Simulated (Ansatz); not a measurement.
One change: `FC[CH2][GeH2][F]` becomes `[CH3][GeH2][F]`.

Ansatz, PBE0-D4/def2-TZVP geometries, multiplicity 1. Each molecule was computed in one conformer, which needn't be the lowest.

Scalar relativity is left out up to krypton.

```
                               property  `FC[CH2][GeH2][F]`
     HOMO energy (PBE0/def2-TZVPP) / eV               -9.14
     LUMO energy (PBE0/def2-TZVPP) / eV                0.04
  LUMO energy (ωB97M-V/def2-TZVPP) / eV                1.87
HOMO–LUMO gap (ωB97M-V/def2-TZVPP) / eV               13.24
      HOMO energy (PBE/def2-TZVPP) / eV               -7.65
    HOMO–LUMO gap (PBE/def2-TZVPP) / eV                6.80
```

Task: Give the same properties after the change, and the shifts. (Best estimate.)

Result: Computed: 
```tsv
property	`[CH3][GeH2][F]`	shift
HOMO energy (PBE0/def2-TZVPP) / eV	-9.08	0.06
LUMO energy (PBE0/def2-TZVPP) / eV	0.40	0.36
LUMO energy (ωB97M-V/def2-TZVPP) / eV	2.22	0.35
HOMO–LUMO gap (ωB97M-V/def2-TZVPP) / eV	13.55	0.31
HOMO energy (PBE/def2-TZVPP) / eV	-7.66	-0.01
HOMO–LUMO gap (PBE/def2-TZVPP) / eV	7.15	0.35
```

With PBE0 the HOMO rises by 0.06 eV and the LUMO rises by 0.36 eV, so the gap widens by about 0.30 eV. PBE moves the HOMO by -0.01 eV and ωB97M-V by 0.06 eV.
